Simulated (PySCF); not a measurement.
**Correlation energy of Pd³⁺ (palladium, charge +3)**

[Kr] 4d7, high-spin 4F determinant. Computed with PySCF 2.14 in def2-QZVPPD with the def2 core potential (28 electrons) (7s5p4d4f2g, 88 functions), with scalar relativity through the core potential. Frozen: nothing; 15 electrons correlated.

MP2 pair energies summed by pair of shells (mhartree):

```csv
pair,energy,share (%)
4p-4d,-189.74,39.1
4d-4d,-165.50,34.1
4p-4p,-62.93,13.0
4s-4p,-31.61,6.5
4s-4d,-30.58,6.3
4s-4s,-5.07,1.0
```

Total MP2 correlation energy: -485.42 mhartree.

Same-spin part -146.66 and opposite-spin part -338.77 mhartree; SCS-MP2 scales them by 1/3 and 6/5 to -455.40 mhartree.

The basis has no tight functions for the innermost shells, so their pair energies are far from complete.

This basis was not built for core-valence correlation, so the inner-shell part is incomplete.
